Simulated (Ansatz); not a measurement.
C₂H₅ClF₂Si, SMILES `CC[Si](F)(F)Cl` at its PBE0-D4/def2-TZVP geometry, where that method's forces vanish. Charge 0, multiplicity 1.

```xyz
11

C     0.3943   -1.3555    0.3773
C     0.3788    0.1618    0.5676
Si   -0.5975    1.0517   -0.7121
F    -2.1035    0.5619   -0.7201
F    -0.0310    0.7618   -2.1622
Cl   -0.5992    3.0630   -0.4358
H     0.8289   -1.6325   -0.5854
H     0.9846   -1.8383    1.1586
H    -0.6138   -1.7731    0.4178
H     1.3951    0.5694    0.5494
H    -0.0367    0.4298    1.5448
```

(1) What forces (eV/Å) does B3LYP-D4/def2-TZVPP give on these atoms in Ansatz 0.2.0? (Estimate.)

Answers

(1) Ansatz gave: 
```
C1   0.019 -0.247 -0.007
C2   0.053  0.189  0.103
Si3  0.064 -0.012  0.090
F4  -0.212 -0.080  0.005
F5   0.087 -0.052 -0.203
Cl6  0.000  0.231  0.032
H7  -0.021  0.005  0.052
H8  -0.030  0.011 -0.042
H9   0.055  0.013 -0.001
H10 -0.053 -0.033  0.017
H11  0.038 -0.024 -0.047
```

B3LYP here is the variant with VWN-RPA as its local correlation; programs differ in this.
